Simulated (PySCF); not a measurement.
**Radial density of P²⁺ (phosphorus, charge +2)**

B3LYP, [Ne] 3s2 3p1, 2P determinant. Calculation: PySCF 2.14, in def2-TZVP (5s5p2d1f, 37 functions); the non-relativistic Hamiltonian (point nucleus).

| r (bohr) | 4πr²ρ (e/bohr) | 4πr²(ρα − ρβ) |
| --- | --- | --- |
| 0.00198 | 0.1012 | 0.0000 |
| 0.00333 | 0.2762 | 0.0000 |
| 0.00560 | 0.7276 | 0.0000 |
| 0.00941 | 1.839 | 0.0001 |
| 0.0158 | 4.290 | 0.0002 |
| 0.0266 | 8.807 | 0.0007 |
| 0.0448 | 14.54 | 0.0028 |
| 0.0753 | 17.00 | 0.0127 |
| 0.127 | 12.84 | 0.0480 |
| 0.213 | 11.40 | 0.1156 |
| 0.359 | 15.97 | 0.1156 |
| 0.603 | 9.749 | -0.0023 |
| 1.01 | 2.383 | 0.2348 |
| 1.71 | 1.951 | 0.5975 |
| 2.87 | 0.4468 | 0.2003 |
| 4.83 | 0.009354 | 0.0054 |
| 8.12 | 1.084e-05 | 0.0000 |

Question: Where is the radial spin density 4πr²(ρα − ρβ) most negative, and why is it negative at all?

Answer: Around r = 0.603 bohr, down to -0.0023 e/bohr: exchange with the open shell polarises the paired shells in an unrestricted calculation.
